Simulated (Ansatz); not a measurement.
Born–Oppenheimer molecular dynamics of BrCl$_{2}$GeH$_{3}$O (8 atoms, charge 0, multiplicity 1). It starts at the highest image of a converged band, a first-order saddle point between two minima.

All numbers below come from Ansatz, RKS LDA/def2-SVP.

| Quantity | Value |
| --- | --- |
| ensemble | NVE (velocity Verlet) |
| time step | 0.5 fs |
| steps asked | 200 |
| starting velocities drawn for | 300 K |
| seed | 6871 |

First frame:

```xyz
8
Properties=species:S:1:pos:R:3
Ge 0.209 0.202 0.048
Cl -0.438 0.048 2.438
O 1.764 0.084 -0.785
H 1.820 -0.792 -1.221
Cl -1.270 1.410 -0.914
H -0.345 -1.245 -0.025
Br 1.329 2.240 1.178
H 0.398 1.340 2.288
```

**Question.** How far do the bonds stretch over the last three quarters of this one trajectory? (Pairs bonded in most of those frames.)

**Answer.** 
```tsv
bond	mean (Å)	spread (Å)	shortest	longest
Ge1–Cl2	2.479	0.073	2.41	2.63
Ge1–O3	1.765	0.029	1.73	1.82
Ge1–Cl5	2.133	0.012	2.12	2.15
Ge1–H6	1.550	0.008	1.53	1.56
Ge1–Br7	2.586	0.027	2.55	2.62
Cl2–H8	1.559	0.059	1.44	1.63
O3–H4	0.982	0.023	0.95	1.01
Br7–H8	1.703	0.034	1.64	1.77
```

Mean temperature of the second half: 183 K. The conserved energy stayed within 0.11 meV per atom of its start (net change 0.045 meV per atom), so the integration is sound. A run of 0.1 ps of so small a system gives no equilibrium averages. The orbitals stay closed-shell, which can raise the energy where a bond breaks towards radicals; this wasn't checked here.

Time of the run: 2.6 min on 4 threads of Arm Neoverse V2, with other jobs on the host, peak memory 0.23 GiB.
